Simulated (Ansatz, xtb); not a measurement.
Isomers of C2H12N2Si2 in order of energy

5 gas-phase structures of C2H12N2Si2, from a drawn sample of its isomers (lower ones may exist). Each was relaxed with GFN2-xTB; where two conformers were screened, the lower at r2SCAN-D4/def2-SVP is listed:

A. `CN(C)[SiH2][SiH2]N`, a singlet
B. `CN([SiH3])C[SiH2]N`, a singlet
C. `C[SiH2]N(C)[SiH2]N`, a singlet
D. `CCN[Si@H](N)[SiH3]`, a singlet
E. `CN[SiH2]N[SiH2]C`, a singlet

Task: Which do you expect lowest at r2SCAN-D4/def2-SVP, and how would the others follow?

Result: Calculated order at r2SCAN-D4/def2-SVP: C (0.000), E (0.042), D (0.907), A (1.396), B (1.448) eV. Less than 1 kcal/mol parts C and E, so the order within that pair means little.

Energies above the lowest of each column, in eV; the last columns are at PBE0-D3(BJ)/def2-SVP geometries and were run for some of them only (a dash: not run or not comparable):

```json
{"structure": "C", "GFN2-xTB": "0.162", "HF/STO-3G": "0.054", "r2SCAN-D4/def2-SVP": "0.000", "PBE0-D3(BJ)/def2-SVP": "0.039", "CCSD(T)/def2-SVP + ΔMP2/def2-TZVPP": "0.008"}
{"structure": "E", "GFN2-xTB": "0.000", "HF/STO-3G": "0.000", "r2SCAN-D4/def2-SVP": "0.042", "PBE0-D3(BJ)/def2-SVP": "0.000", "CCSD(T)/def2-SVP + ΔMP2/def2-TZVPP": "0.000"}
{"structure": "D", "GFN2-xTB": "0.963", "HF/STO-3G": "0.855", "r2SCAN-D4/def2-SVP": "0.907", "PBE0-D3(BJ)/def2-SVP": "–", "CCSD(T)/def2-SVP + ΔMP2/def2-TZVPP": "–"}
{"structure": "A", "GFN2-xTB": "0.981", "HF/STO-3G": "1.151", "r2SCAN-D4/def2-SVP": "1.396", "PBE0-D3(BJ)/def2-SVP": "–", "CCSD(T)/def2-SVP + ΔMP2/def2-TZVPP": "–"}
{"structure": "B", "GFN2-xTB": "0.710", "HF/STO-3G": "1.345", "r2SCAN-D4/def2-SVP": "1.448", "PBE0-D3(BJ)/def2-SVP": "–", "CCSD(T)/def2-SVP + ΔMP2/def2-TZVPP": "–"}
```

CCSD(T)/def2-SVP + ΔMP2/def2-TZVPP has C and E within 1 kcal/mol of each other at the bottom, and every level picks one of them. CCSD(T)/def2-SVP + ΔMP2/def2-TZVPP orders those it was run on as E (0.000), C (0.008) eV. Less than 1 kcal/mol parts E and C, so the order within that pair means little. Some further structures that were screened fall inside this span and aren't listed. Flexible structures stand in one conformer each, not always the lowest. Frequencies (GFN2-xTB) were run for C, E alone. ΔMP2 is the change of the MP2 energy from the smaller to the larger basis.

Over these structures GFN2-xTB departs from r2SCAN-D4/def2-SVP by 0.305 eV on average once a common shift is removed. A GFN2-xTB relaxation took about 0.18 s and the r2SCAN-D4/def2-SVP energy about 2 s on a shared host (Ansatz 0.2.0, xtb 6.7.1).
